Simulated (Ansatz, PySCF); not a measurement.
Molecule: sum formula H5SiNO3 (charge 0, singlet). SMILES: O[Si](O)(O)N
Structure (B3LYP-D3(BJ)/def2-TZVP (Ansatz, a first-principles code) minimum search):
```xyz
10

Si    -0.0048     0.0074     0.0035
O      1.4386    -0.2953    -0.7280
O      0.4306     0.6652     1.4469
O     -0.9752     1.0917    -0.7501
N     -0.9298    -1.4195     0.0130
H      1.4035    -0.7748    -1.5595
H      1.3485     0.5544     1.7065
H     -0.8361     2.0132    -0.5184
H     -0.5611    -2.2830     0.3758
H     -1.9314    -1.3700     0.1050
```
Charge 0, spin multiplicity 1.

Property: vertical ionisation energy (to the doublet state of charge +1; each state is the SCF solution reached for its spin), in eV. Valence correlation only, unless marked. Open shells are spin-unrestricted. No spin-orbit coupling. No relativistic terms. 

```json
[
 {"level": "HF/aug-cc-pV(D+d)Z", "program": "Ansatz", "vertical ionisation energy (eV)": "8.94"},
 {"level": "SVWN5/def2-TZVPD", "program": "Ansatz", "vertical ionisation energy (eV)": "9.80"},
 {"level": "r2SCAN/def2-TZVPD", "program": "Ansatz", "vertical ionisation energy (eV)": "9.71"},
 {"level": "B3LYP/def2-TZVPD", "program": "Ansatz", "vertical ionisation energy (eV)": "10.00"},
 {"level": "CAM-B3LYP/def2-TZVPD", "program": "Ansatz", "vertical ionisation energy (eV)": "10.23"},
 {"level": "RI-MP2/aug-cc-pV(T+d)Z", "program": "Ansatz", "vertical ionisation energy (eV)": "10.48"}
]
```

For comparison, minus the highest occupied orbital energy (PySCF): 9.19 eV at M06-2X/def2-TZVPD, 11.37 eV at HF/def2-TZVPD, 6.33 eV at SVWN5/def2-TZVPD.
